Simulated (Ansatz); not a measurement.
Frontier orbitals of `[CH3][Al]1[CH2]S[S]1`.

The species carries charge 0 and has multiplicity 1. The geometry is a stationary point of PBE0-D4/def2-TZVP. Basis def2-TZVPP, Ansatz 0.2.0.

```json
{"functional": "PBE", "HOMO (eV)": "-4.73", "LUMO (eV)": "-1.99", "gap (eV)": "2.74"}
{"functional": "revPBE", "HOMO (eV)": "-4.68", "LUMO (eV)": "-1.89", "gap (eV)": "2.79"}
{"functional": "PBE0", "HOMO (eV)": "-5.85", "LUMO (eV)": "-1.02", "gap (eV)": "4.83"}
{"functional": "HSE06 (plane-wave form)", "HOMO (eV)": "-5.46", "LUMO (eV)": "-1.40", "gap (eV)": "4.06"}
{"functional": "BHLYP", "HOMO (eV)": "-6.84", "LUMO (eV)": "-0.01", "gap (eV)": "6.83"}
{"functional": "ωB97X-V", "HOMO (eV)": "-8.13", "LUMO (eV)": "1.09", "gap (eV)": "9.22"}
{"functional": "ωB97M-V", "HOMO (eV)": "-7.97", "LUMO (eV)": "0.83", "gap (eV)": "8.80"}
{"functional": "HF", "HOMO (eV)": "-8.41", "LUMO (eV)": "1.98", "gap (eV)": "10.39"}
```

From PBE to PBE0 the HOMO moves by −1.13 eV and the LUMO by +0.97 eV, and with ωB97M-V by −3.25 and +2.81 eV, so the gap grows from 2.74 to 8.80 eV with exact exchange. A positive LUMO is unbound and depends on the basis.
